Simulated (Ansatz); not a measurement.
Ansatz (a program for electronic structure) input (B3LYP-D3(BJ)/def2-TZVP):

Ansatz 0.2 input:
```yaml
crystal:
  periodic: [false, false, false]
  atoms:
    - {symbol: Y, position_ang: [0.99262166, -0.38960075, 0.08598495]}
    - {symbol: O, position_ang: [1.90967668, -0.18867272, -1.46047179]}
    - {symbol: Br, position_ang: [-1.54256167, 0.47725174, 0.23801032]}
basis:
  gaussian:
    orbitals: def2-TZVP
hamiltonian:
  xc: b3lyp
  dispersion: d3bj
phonons: {temperatures: {t_min: 298.15, t_max: 298.15, t_step: 100}}
```

Output:

```
Functional definition: B3LYP
integrals: 0.05 GiB planned
931 factors; their error is unknown
mean field: 0.41 GiB planned
mean field evaluation 1: about -73126.2808 eV, gradient 8.7e1 eV
mean field evaluation 2: about -72893.4566 eV, gradient 2.1e2 eV
mean field evaluation 4: about -73140.0925 eV, gradient 1.6e1 eV
mean field evaluation 8: about -73140.6784 eV, gradient 1.6e-1 eV
mean field evaluation 16: about -73141.0437 eV, gradient 3.8e-4 eV
mean field -73141.04372467 eV, -2687.8837801015 hartree, gradient 7.3e-5 eV, S^2 0.000000; 0 other end points of the search recorded, 0 dependent functions left out
the calculation of the forces begins
reference -73141.04397408 eV, -2687.8837892671 hartree; 27, 27 occupied and 92, 92 virtual orbitals, 931 factors
these checks for a lower state are left out or cut short: stability, starts, cluster_reference, orbital_swaps, neighbouring_geometries, increment
integrals: 0.05 GiB planned
931 factors; their error is unknown
mean field: 0.41 GiB planned
mean field -73141.04368964 eV, -2687.8837788141 hartree, gradient 1.0e-6 eV, S^2 0.000000; 0 other end points of the search recorded, 0 dependent functions left out
the calculation of the forces begins
reference -73141.04393905 eV, -2687.8837879798 hartree; 27, 27 occupied and 92, 92 virtual orbitals, 931 factors
these checks for a lower state are left out or cut short: stability, starts, cluster_reference, orbital_swaps, neighbouring_geometries, increment
integrals: 0.05 GiB planned
931 factors; their error is unknown
mean field: 0.41 GiB planned
mean field evaluation 32: about -73141.0437 eV, gradient 7.6e-4 eV
mean field -73141.04366564 eV, -2687.8837779323 hartree, gradient 1.0e-6 eV, S^2 0.000000; 0 other end points of the search recorded, 0 dependent functions left out
the calculation of the forces begins
reference -73141.04391505 eV, -2687.8837870979 hartree; 27, 27 occupied and 92, 92 virtual orbitals, 931 factors
these checks for a lower state are left out or cut short: stability, starts, cluster_reference, orbital_swaps, neighbouring_geometries, increment
integrals: 0.05 GiB planned
931 factors; their error is unknown
mean field: 0.41 GiB planned
mean field -73141.04367582 eV, -2687.8837783063 hartree, gradient 1.1e-6 eV, S^2 0.000000; 0 other end points of the search recorded, 0 dependent functions left out
the calculation of the forces begins
reference -73141.04392520 eV, -2687.8837874710 hartree; 27, 27 occupied and 92, 92 virtual orbitals, 931 factors
these checks for a lower state are left out or cut short: stability, starts, cluster_reference, orbital_swaps, neighbouring_geometries, increment
integrals: 0.05 GiB planned
931 factors; their error is unknown
mean field: 0.41 GiB planned
mean field -73141.04367657 eV, -2687.8837783339 hartree, gradient 9.9e-7 eV, S^2 0.000000; 0 other end points of the search recorded, 0 dependent functions left out
the calculation of the forces begins
reference -73141.04392601 eV, -2687.8837875005 hartree; 27, 27 occupied and 92, 92 virtual orbitals, 931 factors
these checks for a lower state are left out or cut short: stability, starts, cluster_reference, orbital_swaps, neighbouring_geometries, increment
integrals: 0.05 GiB planned
931 factors; their error is unknown
mean field: 0.41 GiB planned
mean field -73141.04373194 eV, -2687.8837803686 hartree, gradient 1.0e-6 eV, S^2 0.000000; 0 other end points of the search recorded, 0 dependent functions left out
the calculation of the forces begins
reference -73141.04398137 eV, -2687.8837895350 hartree; 27, 27 occupied and 92, 92 virtual orbitals, 931 factors
these checks for a lower state are left out or cut short: stability, starts, cluster_reference, orbital_swaps, neighbouring_geometries, increment
integrals: 0.05 GiB planned
931 factors; their error is unknown
mean field: 0.41 GiB planned
mean field evaluation 64: about -73141.0437 eV, gradient 7.7e-4 eV
mean field -73141.04367197 eV, -2687.8837781647 hartree, gradient 1.0e-6 eV, S^2 0.000000; 0 other end points of the search recorded, 0 dependent functions left out
the calculation of the forces begins
reference -73141.04392135 eV, -2687.8837873296 hartree; 27, 27 occupied and 92, 92 virtual orbitals, 931 factors
these checks for a lower state are left out or cut short: stability, starts, cluster_reference, orbital_swaps, neighbouring_geometries, increment
integrals: 0.05 GiB planned
931 factors; their error is unknown
mean field: 0.41 GiB planned
mean field -73141.04368923 eV, -2687.8837787990 hartree, gradient 9.9e-7 eV, S^2 0.000000; 0 other end points of the search recorded, 0 dependent functions left out
the calculation of the forces begins
reference -73141.04393866 eV, -2687.8837879657 hartree; 27, 27 occupied and 92, 92 virtual orbitals, 931 factors
these checks for a lower state are left out or cut short: stability, starts, cluster_reference, orbital_swaps, neighbouring_geometries, increment
integrals: 0.05 GiB planned
931 factors; their error is unknown
mean field: 0.41 GiB planned
mean field -73141.04366602 eV, -2687.8837779464 hartree, gradient 1.1e-6 eV, S^2 0.000000; 0 other end points of the search recorded, 0 dependent functions left out
the calculation of the forces begins
reference -73141.04391541 eV, -2687.8837871110 hartree; 27, 27 occupied and 92, 92 virtual orbitals, 931 factors
these checks for a lower state are left out or cut short: stability, starts, cluster_reference, orbital_swaps, neighbouring_geometries, increment
integrals: 0.05 GiB planned
931 factors; their error is unknown
mean field: 0.41 GiB planned
mean field -73141.04365705 eV, -2687.8837776167 hartree, gradient 1.0e-6 eV, S^2 0.000000; 0 other end points of the search recorded, 0 dependent functions left out
the calculation of the forces begins
reference -73141.04390644 eV, -2687.8837867815 hartree; 27, 27 occupied and 92, 92 virtual orbitals, 931 factors
these checks for a lower state are left out or cut short: stability, starts, cluster_reference, orbital_swaps, neighbouring_geometries, increment
integrals: 0.05 GiB planned
931 factors; their error is unknown
mean field: 0.41 GiB planned
mean field evaluation 96: about -73141.0437 eV, gradient 7.7e-4 eV
mean field -73141.04374102 eV, -2687.8837807026 hartree, gradient 1.0e-6 eV, S^2 0.000000; 0 other end points of the search recorded, 0 dependent functions left out
the calculation of the forces begins
reference -73141.04399045 eV, -2687.8837898690 hartree; 27, 27 occupied and 92, 92 virtual orbitals, 931 factors
these checks for a lower state are left out or cut short: stability, starts, cluster_reference, orbital_swaps, neighbouring_geometries, increment
integrals: 0.05 GiB planned
931 factors; their error is unknown
mean field: 0.41 GiB planned
mean field -73141.04371304 eV, -2687.8837796742 hartree, gradient 1.0e-6 eV, S^2 0.000000; 0 other end points of the search recorded, 0 dependent functions left out
the calculation of the forces begins
reference -73141.04396245 eV, -2687.8837888398 hartree; 27, 27 occupied and 92, 92 virtual orbitals, 931 factors
these checks for a lower state are left out or cut short: stability, starts, cluster_reference, orbital_swaps, neighbouring_geometries, increment
integrals: 0.05 GiB planned
931 factors; their error is unknown
mean field: 0.41 GiB planned
mean field -73141.04373548 eV, -2687.8837804989 hartree, gradient 1.0e-6 eV, S^2 0.000000; 0 other end points of the search recorded, 0 dependent functions left out
the calculation of the forces begins
reference -73141.04398489 eV, -2687.8837896646 hartree; 27, 27 occupied and 92, 92 virtual orbitals, 931 factors
Total energy: -73141.19895382 eV, -2687.8894846678 hartree
Atom 0 at     0.992622    -0.389601     0.085985 Å, force     0.000304    -0.000092    -0.000053 eV/Å
Atom 1 at     1.909677    -0.188673    -1.460472 Å, force    -0.000087     0.000008     0.000068 eV/Å
Atom 2 at    -1.542562     0.477252     0.238010 Å, force    -0.000216     0.000084    -0.000015 eV/Å
Dipole moment:     0.660744    -0.658931     1.215606 e Å
Vibrations: 111.63 238.44 857.76 cm⁻¹, zero-point energy 0.074876 eV
```
